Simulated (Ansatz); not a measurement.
Reaction (formal exchange of groups at a C–C bond): `O=C(O)C[SiH3]` + ethylene → `C=CC(=O)O` + `C[SiH3]`

Gas-phase electronic energies from Ansatz, PBE0-D4/def2-TZVP geometries. CBS: MP2 limit from def2 TZ/QZ plus the TZ coupled-cluster correction, frozen cores. This one scheme is used for every species. Functionals use def2-TZVPP. B3LYP here is the variant with VWN-RPA as its local correlation; programs differ in this. One conformer a species, not always the lowest.

(1) Is it downhill or uphill in electronic energy at CCSD(T)/CBS, and by how much? (Estimate.)

(2) What do these levels give: PBE-D4, PBE0-D4, ωB97M-V, PBE0, B3LYP, HF/def2-TZVPP, MP2/def2-TZVPP, CCSD/def2-TZVPP, HF/def2-QZVPP, SCS-MP2/def2-QZVPP, HF/CBS(def2), MP2/CBS(def2)? (Estimate.)

Largest T1 diagnostic among the species: 0.015.

## Answers

(1) Computed: Downhill: ΔE = -15.7 kJ/mol.

(2) The calculation gave: PBE-D4 -21.4, PBE0-D4 -19.7, ωB97M-V -15.2, PBE0 -20.9, B3LYP -21.9, HF/def2-TZVPP -17.0, MP2/def2-TZVPP -17.5, CCSD/def2-TZVPP -15.0, HF/def2-QZVPP -17.1, SCS-MP2/def2-QZVPP -16.8, HF/CBS(def2) -17.1, MP2/CBS(def2) -17.4 kJ/mol.
